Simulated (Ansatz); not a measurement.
CH₆FNOSi (`NC[SiH](O)F`). Total charge 0; spin multiplicity 1.

```xyz
11

N    -0.895   -0.811   -0.832
C     0.157   -0.822    0.193
Si    0.716    0.947    0.507
O    -0.510    1.899    0.010
F     0.986    1.120    2.072
H    -0.498   -0.681   -1.755
H    -1.393   -1.692   -0.853
H    -0.290   -1.157    1.136
H     0.990   -1.507   -0.012
H     1.978    1.353   -0.151
H    -1.241    1.352   -0.315
```

Task: List the harmonic frequencies (cm⁻¹, unscaled) at PBE0-D4/def2-TZVP in Ansatz. (Estimate.)

Result: Ansatz gave: 56, 169, 231, 265, 336, 387, 556, 663, 714, 812, 851, 872, 921, 962, 995, 1068, 1095, 1265, 1349, 1467, 1662, 2255, 3010, 3079, 3525, 3604, 3751.

Task: Is this a minimum?

Result: Yes, all 27 modes are real.

Task: Give the ideal-gas thermochemistry at 298.15 K and 1 bar (rigid rotor, harmonic oscillator; point group C1, symmetry number 1).

Result: Zero-point energy 214.9 kJ/mol; H(298) − E = 235.1 kJ/mol; entropy 339.3 J/(mol·K), of which translation 165.7, rotation 110.8, vibration 62.9; G(298) − E = 134.0 kJ/mol. Modes under 100 cm⁻¹ are hindered rotations or soft bends, so the harmonic entropy is rough.

Task: And at 400, 500, 600, 800 and 1000 K?

Result: 
```
T (K)  H − E (kJ/mol)  S (J/mol/K)  G − E (kJ/mol)
  400           247.1        373.8            97.6
  500           261.0        404.6            58.7
  600           276.5        432.8            16.8
  800           311.0        482.4           -74.9
 1000           349.2        524.9          -175.7
```
